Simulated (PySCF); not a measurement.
An unknown is described by computed data only.

Elements present: C, H and N. Monoisotopic mass: 129.1517 u.

| Quantity | Value |
| --- | --- |
| XPS | C1s 290.1 (×2), C1s 290.2 (×3), C1s 290.9 (×2), C1s 291.1, N1s 403.9 eV [ΔSCF SCAN, pcX-2 on the ionised atom, pcseg-1 elsewhere, spin-free X2C] |
| Rotational structure | rotational constants A, B, C: 1.860, 1.305, 0.988 GHz [PBE0-D3(BJ)/def2-SVP] |
| 1H NMR | chemical shifts (computed TMS as zero) by class: 2.49 (4 H), 1.08 (9 H), 1.03 (6 H) ppm [GIAO PBE/pcSseg-1] |
| NMR, other nuclei | isotropic shieldings of nuclei other than C and H, by class: 177 (1 N) ppm [GIAO PBE/pcSseg-1] |
| 13C NMR | chemical shifts (computed TMS as zero) by class: 56.8 (1 C), 47.7 (2 C), 28.5 (3 C), 21.6 (2 C) ppm [GIAO PBE/pcSseg-1] |
| Dipole | 0.60 D [PBE/pcSseg-1] |

Electronic properties: PySCF, gas phase, density fitting. Levels stand in brackets. Isolated species at its PBE0-D3(BJ)/def2-SVP geometry (one conformer only). Each NMR value is the plain mean over a class of atoms that symmetry, rotation or inversion makes alike.

Task: Which formula fits the mass and the elements?

Result: C8H19N (calculated 129.1517). No other formula that holds each of these elements comes within 0.0003 u with a fitting electron parity and a possible valence count.

Task: What is the compound? Reason from the data.

Result: Numbering: `[CH3:1][CH2:2][N:3]([CH2:4][CH3:5])[C:6]([CH3:7])([CH3:8])[CH3:9]`. Its formula, C8H19N, gives 0 degrees of unsaturation, so no ring and no π bond. 8 carbons fall into 4 classes; from least to most shielded: sp3 carbon bound to nitrogen [C6] (56.8 ppm), sp3 carbon bound to nitrogen [C2/C4] (47.7 ppm, 2 C), methyl carbon [C7/C8/C9] (28.5 ppm, 3 C, up to 15.7 ppm apart in this geometry), methyl carbon [C1/C5] (21.6 ppm, 2 C, up to 3.5 ppm apart in this geometry). Hydrogen classes from least to most shielded: 4 H on 2 like atoms (sp3 carbon bound to nitrogen), C2/C4 (2.49 ppm, a mean of values up to 1.1 ppm apart in this geometry), 9 H on 3 methyl carbons, C7/C8/C9 (1.08 ppm, a mean of values up to 1.0 ppm apart in this geometry), 6 H on 2 methyl carbons, C1/C5 (1.03 ppm). The other shieldings belong to: 177 ppm, tertiary amine nitrogen [N3]. The core levels belong to: C1s 290.1 eV, methyl carbon [C1/C5]; C1s 290.2 eV, methyl carbon [C7/C8/C9]; C1s 290.9 eV, sp3 carbon bound to nitrogen [C2/C4]; C1s 291.1 eV, sp3 carbon bound to nitrogen [C6]; N1s 403.9 eV, tertiary amine nitrogen [N3]. One atom of each topological class was ionised and stands for its class. The optimised geometry has point group C1 and is an asymmetric top. Structure: `CCN(CC)C(C)(C)C`. Computed isomers that give other values at the same levels: `CCCCNCCCC` (rotational constant A: 6.966 GHz; this holds for the one conformer computed). The assignments are read from this structure; whether some other isomer fits the data as well wasn't checked.

Conformer computed: `[CH3:1][CH2:2][N:3]([CH2:4][CH3:5])[C:6]([CH3:7])([CH3:8])[CH3:9]`: C1–C2–N3–C4 114°, C2–N3–C4–C5 -69°, C2–N3–C6–C7 169°.
